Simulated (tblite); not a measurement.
Compound: C₄H₇N₂O (doublet state).
Numbering: `[CH3:1][NH:2][C:3](=[O:4])[CH2:5][CH:6]=[N:7]` (hydrogens: H8, H9, H10 on C1; H11 on N2; H12, H13 on C5; H14 on C6)

Structure optimised with GFN2-xTB, isolated species. This method treats the open shell by occupation alone, without spin polarisation.

List the bond lengths, angles and torsions at this level.

```
                bond  length (Å)
               C1–N2       1.444
               N2–C3       1.348
               C3=O4       1.212
               C3–C5       1.524
               C5–C6       1.520
               C6=N7       1.215
C1–H8, C1–H9, C1–H10       1.090
              N2–H11       1.007
      C5–H12, C5–H13       1.091
              C6–H14       1.102
```

Bonds in one row agree within 0.01 Å and their mean is given. A selection of angles:
```
     angle  degrees
  N2–C1–H8    110.5
 N2–C1–H10    107.6
  H8–C1–H9    109.2
  C1–N2–C3    122.4
 C1–N2–H11    117.4
 C3–N2–H11    120.2
  N2–C3–O4    123.7
  N2–C3–C5    114.4
  O4–C3–C5    121.9
  C3–C5–C6    108.3
 C3–C5–H12    108.2
 C3–C5–H13    113.3
 C6–C5–H12    107.0
 C6–C5–H13    110.1
H12–C5–H13    109.6
  C5–C6–N7    127.2
 C5–C6–H14    110.0
 N7–C6–H14    122.8
```

Torsions: C1–N2–C3–O4 -1° (synperiplanar); N2–C3–C5–C6 130° (anticlinal); C3–C5–C6–N7 -134° (anticlinal). The mirror-image conformer, all signs reversed, is as good.

N2 (nitrogen bonded to 2 C and H) is planar (angles 122.4°, 120.2° and 117.4°, sum 360.0°, 0.00 Å off the plane of its three neighbours). C3 (carbon bonded to C, N and O) is planar (angles 123.7°, 121.9° and 114.4°, sum 360.0°, 0.00 Å off the plane of its three neighbours). The C–N distances run from 1.215 Å (C6=N7, drawn double) to 1.444 Å (C1–N2, drawn single), a spread of 0.229 Å. Of the pairs four or more bonds apart, O4···H10 is among the closest relative to their van der Waals radii: 2.34 Å, 86 % of the sum of Bondi's values. C6 (carbon bonded to C, N and H) is planar (angles 127.2°, 122.8° and 110.0°, sum 360.0°, 0.00 Å off the plane of its three neighbours).

Point group: C1 (no symmetry element, even within 0.4 Å). GFN2-xTB frequencies show an imaginary mode (20i cm⁻¹), so the point is no minimum at that level.

The numbers are calculated, not measured.
